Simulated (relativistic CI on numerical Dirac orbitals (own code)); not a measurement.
# Level scheme of Pm25+

Computed by Dirac-Coulomb-Breit CI, orbitals from a KLI potential per configuration, model QED, unscaled Slater integrals (own radial code, finite nucleus).

CI space (outside the closed core [Ar] 3d10): 4s2 4p6, 4s2 4p5 4d, 4s 4p6 4d, 4s2 4p5 4f, 4s 4p6 4f, 4s2 4p5 5s, 4s2 4p5 5p, 4p6 4d 4f, 4s 4p6 5s, 4s2 4p5 5d, 4s 4p6 5p, 4s2 4p5 5f, 4s2 4p5 5g, 4s 4p6 5d, 4s2 4p5 6s, 4s2 4p5 6p, 4p6 4f 5s, 4s 4p6 5f, 4s2 4p5 6d, 4s 4p6 5g, 4s2 4p5 6f, 4p6 4d2, 4p5 4d3, 4p5 4d2 4f, 4p5 4d2 5s, 4p5 4d2 5p, 4p6 4f2, 4p5 4d 4f2, 4p5 4f3, 4p5 4f2 5s, 4p5 4f2 5p, 4p6 4d 5s, 4p5 4d 4f 5s, 4p5 4d 5s2, 4p5 4d 5s 5p. Double excitations out of closed p, d and f shells are left out; levels of such configurations are missing from the list, as are those of other unlisted configurations, and high levels can miss mixing partners. These lack a partner that the ground configuration has and come out too high: 4s2 4p5 5d, 4s2 4p5 5f, 4s2 4p5 5g, 4s2 4p5 6s, 4s2 4p5 6p.

```csv
No.,Configuration,Term,J,E (eV),%,Next component (%),Lifetime (s)
1,4s2 4p6,1S,0,0.000,100,,
2,4s2 4p5 4d,3P°,0,103.421,100,,
3,4s2 4p5 4d,3P°,1,105.979,83,17 3D°,5.98e-08
4,4s2 4p5 4d,3F°,3,108.906,63,28 1F°,1.14e-01
5,4s2 4p5 4d,3D°,2,109.804,51,25 3P°,1.90e-03
6,4s2 4p5 4d,3F°,4,112.526,100,,3.15e-03
7,4s2 4p5 4d,1D°,2,114.478,48,38 3P°,2.02e-04
8,4s2 4p5 4d,3D°,3,118.790,66,33 1F°,2.58e-04
9,4s2 4p5 4d,3D°,1,127.536,68,17 1P°,5.97e-12
10,4s2 4p5 4d,3F°,2,139.109,67,27 1D°,3.79e-06
11,4s2 4p5 4d,3D°,2,146.188,44,36 3P°,3.89e-06
12,4s2 4p5 4d,1F°,3,147.841,39,36 3F°,3.09e-06
13,4s2 4p5 4d,1P°,1,160.400,83,15 3D°,6.55e-13
14,4s 4p6 4d,3D,1,212.831,88,12 4s2 4p5 4f 3D,6.03e-12
15,4s 4p6 4d,3D,2,215.029,86,10 4s2 4p5 4f 3D,5.13e-12
16,4s 4p6 4d,3D,3,219.929,91,8 4s2 4p5 4f 3D,4.82e-12
17,4s 4p6 4d,1D,2,229.745,95,3 3D,3.44e-12
18,4s2 4p5 4f,3G,5,247.733,100,,3.42e-12
19,4s2 4p5 4f,3G,4,248.367,62,32 1G,3.10e-12
20,4s2 4p5 4f,3D,1,248.811,88,12 4s 4p6 4d 3D,1.51e-12
21,4s2 4p5 4f,3D,2,250.237,68,21 3F,1.69e-12
22,4s2 4p5 4f,3F,3,250.928,42,31 3G,2.79e-12
23,4s2 4p5 4f,3D,3,252.140,43,34 1F,2.11e-12
24,4s2 4p5 4f,3F,4,253.002,64,32 1G,3.18e-12
25,4s2 4p5 4f,1D,2,256.453,55,38 3F,3.27e-12
26,4s2 4p5 4f,3G,3,279.681,66,22 1F,3.02e-12
27,4s2 4p5 4f,1G,4,282.160,35,34 3G,3.33e-12
28,4s2 4p5 4f,3D,3,282.178,45,33 3F,2.52e-12
29,4s2 4p5 4f,1D,2,285.188,45,41 3F,3.02e-12
30,4s2 4p5 5s,3P°,2,356.283,100,,3.59e-09
```

Energies count from the lowest computed level; ° marks odd parity; lifetimes are radiative, by E1, M1, E2, M2, E3 decay to levels of this space only; some are left blank where a channel outside the calculation adds to the decay or the decay crosses a small, uncertain gap.

The mean weight of the leading LS term, summed over parents, in these 30 levels is 70 %, and that of the leading jj configuration (from the same eigenvectors) 91 %, so jj coupling describes them better and the LS labels are nominal.

At this charge energies of transitions that change n are usually good to better than 1 %, and those within a shell (Δn = 0) to a few per cent.

LS names give the leading component of a level, which can be under half, so a name can repeat, a term be missing and a line seem to break the LS rules.
